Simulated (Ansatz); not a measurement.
Compare A (`O[SiH](O)CF`) with its isomer B (`C[Si](O)(O)F`).

Program: Ansatz. Geometries: PBE0-D4/def2-TZVP. ΔE: electronic, gas phase. CBS: MP2 limit from def2 TZ/QZ plus the TZ coupled-cluster correction, frozen cores. This one scheme is used for every species. Functionals use def2-TZVPP. B3LYP here is the variant with VWN-RPA as its local correlation; programs differ in this. One conformer a species, not always the lowest.

A:

```xyz
10

O     1.326   -0.911    0.758
Si   -0.234   -0.585    0.373
O    -0.769   -1.679   -0.717
C    -0.268    1.171   -0.329
F     0.537    1.982    0.484
H     1.860   -0.160    1.025
H    -1.144   -0.706    1.534
H    -0.177   -1.929   -1.428
H    -1.271    1.607   -0.354
H     0.140    1.210   -1.346
```

B:

Z-matrix (Å, degrees):
```
C
Si 1 1.839
H 1 1.092 2 111.0
H 1 1.092 2 110.5 3 -120.0
H 1 1.092 2 110.5 3 120.2
O 2 1.625 1 108.4 3 176.6
O 2 1.636 1 114.9 3 -62.5
F 2 1.601 1 108.4 3 56.5
H 6 0.958 2 117.8 1 164.8
H 7 0.958 2 118.0 1 88.4
```

(1) Which is lower in electronic energy at CCSD(T)/CBS, and by how much? (Estimate.)

(2) Give E(B) − E(A) in kcal/mol with CCSD(T)/def2-TZVPP, MP2/def2-TZVPP, B3LYP, PBE0-D4, B3LYP-D4, r2SCAN-D4, ωB97M-V. (Best estimate.)

Largest T1 diagnostic: 0.011.

## Answers

(1) The calculation gave: B, by 69.5 kcal/mol.

(2) The calculation gave: CCSD(T)/def2-TZVPP -68.9, MP2/def2-TZVPP -71.4, B3LYP -66.5, PBE0-D4 -67.1, B3LYP-D4 -66.9, r2SCAN-D4 -68.9, ωB97M-V -68.1. None reverses the order clearly.

From PBE to PBE0 (25 % exact exchange), in def2-TZVPP and without D4, E(B) − E(A) moves by −2.3 kcal/mol.
